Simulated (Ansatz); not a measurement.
C2H5FOSi2 (`O[SiH2]C#C[SiH2]F`), relaxed with RKS PBE-D4/def2-SVP in Ansatz 0.2.0 from a rough embedded geometry. The force threshold is 0.03 eV/Å; the program also tests the step.

The species carries charge 0 and has multiplicity 1.

Start:

```xyz
11

O     0.977    2.724   -1.258
Si   -0.038    2.263   -0.059
C    -0.131    0.394    0.113
C    -0.247   -0.778    0.307
Si   -0.278   -2.645    0.412
F     0.685   -3.313   -0.690
H     1.378    1.922   -1.728
H    -1.415    2.815   -0.329
H     0.482    2.862    1.226
H    -1.637   -3.154    0.230
H     0.224   -3.090    1.775
```

| step | energy (eV) | largest force (eV/Å) | largest move (Å) |
| --- | --- | --- | --- |
| 1 | -22649.4243 | 5.013 | 0.000 |
| 2 | -22649.6565 | 0.955 | 0.064 |
| 3 | -22649.6809 | 0.269 | 0.018 |
| 4 | -22649.6907 | 0.245 | 0.068 |
| 5 | -22649.6926 | 0.043 | 0.015 |
| 6 | -22649.6930 | 0.041 | 0.017 |
| 7 | -22649.6932 | 0.026 | 0.013 |
| 8 | -22649.6935 | 0.067 | 0.030 |
| 9 | -22649.6938 | 0.174 | 0.040 |
| 10 | -22649.7064 | 0.132 | 0.200 |
| 11 | -22649.7120 | 0.078 | 0.143 |
| 12 | -22649.7132 | 0.045 | 0.072 |
| 13 | -22649.7134 | 0.015 | 0.027 |
| 14 | -22649.7135 | 0.030 | 0.037 |
| 15 (rejected) | -22649.7134 | 0.103 | 0.013 |
| 16 | -22649.7136 | 0.012 | 0.006 |

End:

```xyz
11

O     1.223    2.634   -1.089
Si   -0.006    2.229   -0.023
C    -0.123    0.395    0.184
C    -0.186   -0.837    0.289
Si   -0.281   -2.660    0.457
F     0.633   -3.350   -0.713
H     1.170    2.216   -1.967
H    -1.358    2.703   -0.483
H     0.363    2.852    1.284
H    -1.698   -3.109    0.273
H     0.265   -3.073    1.789
```

Run time 21 s (4 threads of an Arm Neoverse V1 on a shared host); peak host memory 0.16 GiB.
